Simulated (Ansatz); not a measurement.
Cs₂Cl₂⁺, relaxed as a doublet with UKS r2SCAN-D4/def2-TZVP in Ansatz, starting from the GFN1-xTB geometry. Force threshold 0.02 eV/Å.

In the def2 sets Cs takes a core potential; there is no spin–orbit coupling. The structure comes from a short search, and lower isomers may exist.

Start:

```xyz
4

Cs   -1.180   -1.954    0.325
Cs    1.268    1.897   -0.394
Cl    1.170   -0.379    1.616
Cl   -1.258    0.436   -1.547
```

**Question.** Estimate the energy that the relaxation releases and the steps that it takes.

**Answer.** 29.4 kcal/mol, in 9 steps; 38 s on 4 threads of Arm Neoverse V1 on a shared host. The force fell under the threshold at step 8, but the optimiser went on. No frequencies were taken in this run, so the end may be a saddle point.

**Question.** Does the start keep its bonding and symmetry?

**Answer.** By distances, no bond broke or formed, bridged metal pairs apart. The bond that changes most is Cs1–Cl4, from 3.04 to 3.34 Å (atoms count from 1). Metal–metal contacts that move far: Cs1–Cs2 4.62 to 6.12 Å. The end is the same structure that another start reached, the lowest one found. Point group C2 at the start, D2h at the end, both within 0.05 Å; within 0.015 Å the end is C2v.

**Question.** Predict the relaxed structure.

**Answer.** 
Cartesian coordinates in Å:
```
Cs -1.5974 -2.5657 0.4932
Cs 1.6114 2.5543 -0.5066
Cl 0.7705 -0.2799 1.0407
Cl -0.7844 0.2912 -1.0274
```
Bond lengths (bridged metal pairs left out): 4 × Cl–Cs 3.34 Å.
